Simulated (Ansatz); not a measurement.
Consider the redistribution: `[Cl][Bi]([Cl])[Cl]` + `C[CH]1[CH2][GeH2]1` → `[CH3][Bi]([Cl])[Cl]` + `Cl[CH]1[CH2][GeH2]1`.

Isolated molecules relaxed with PBE0-D4/def2-TZVP in Ansatz; ΔE leaves out vibrations. CBS: MP2 limit from def2 TZ/QZ plus the TZ coupled-cluster correction, frozen cores. Functionals use def2-TZVPP. B3LYP here is the variant with VWN-RPA as its local correlation; programs differ in this. def2 core potentials past Kr. For Bi, Ge outer-core shells are correlated without core-valence functions, which leaves a few kJ/mol of doubt a bond. Scalar relativity is left out up to krypton.

```
             level  ΔE (kJ/mol)  difference from CCSD(T)/CBS
            PBE-D4        131.4                          2.0
         r2SCAN-D4        134.9                          5.5
           PBE0-D4        131.4                          2.0
          B3LYP-D4        133.9                          4.5
           ωB97X-V        127.6                         -1.8
           ωB97M-V        127.2                         -2.2
            B2PLYP        131.4                          2.0
               PBE        131.6                          2.2
            r2SCAN        134.9                          5.5
              PBE0        131.5                          2.1
             B3LYP        134.3                          4.9
     HF/def2-TZVPP        133.8                          4.4
    MP2/def2-TZVPP        127.4                         -2.0
SCS-MP2/def2-TZVPP        127.2                         -2.2
   CCSD/def2-TZVPP        124.7                         -4.7
CCSD(T)/def2-TZVPP        123.3                         -6.1
     HF/def2-QZVPP        135.5                          6.1
    MP2/def2-QZVPP        131.5                          2.1
SCS-MP2/def2-QZVPP        130.9                          1.5
      HF/CBS(def2)        135.8                          6.4
     MP2/CBS(def2)        133.5                          4.1
    CCSD/CBS(def2)        130.8                          1.4
       CCSD(T)/CBS        129.4                            0
```

Largest T1 diagnostic among the species: 0.012.

In def2-TZVPP, CCSD(T) changes the Hartree–Fock value by −10.5 kJ/mol (the triples alone add −1.4 kJ/mol) and MP2 by −6.4 kJ/mol.
